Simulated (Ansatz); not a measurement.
The same ligand exchange along the group F, Cl, Br.

Calculated with Ansatz (gas phase, PBE0-D4/def2-TZVP geometries, no zero-point term in ΔE). CBS: MP2 limit from def2 TZ/QZ plus the TZ coupled-cluster correction, frozen cores. DFT in def2-TZVPP. For Br, Sc outer-core shells are correlated without core-valence functions, which leaves a few kJ/mol of doubt a bond. Scalar relativity is left out up to krypton. Each species was taken in one conformer, which may not be the lowest.

```
                                                                            reaction  ωB97M-V (kcal/mol)  PBE0-D4 (kcal/mol)  r2SCAN-D4 (kcal/mol)  CCSD(T)/CBS(def2) (kcal/mol)
  `F[SiH2]C[SiH3]` + `[NH2][Sc]([OH])[OH]` → `[NH2][Sc]([OH])[O][SiH3]` + `C[SiH2]F`               -25.8               -24.6                 -26.5                         -26.8
`[SiH3]C[SiH2]Cl` + `[NH2][Sc]([OH])[OH]` → `[NH2][Sc]([OH])[O][SiH3]` + `C[SiH2]Cl`               -25.7               -24.4                 -26.4                         -26.6
`[SiH3]C[SiH2]Br` + `[NH2][Sc]([OH])[OH]` → `[NH2][Sc]([OH])[O][SiH3]` + `C[SiH2]Br`               -25.7               -24.4                 -26.3                         -26.6
```

Largest T1 diagnostic: 0.016, for `[NH2][Sc]([OH])[OH]`.
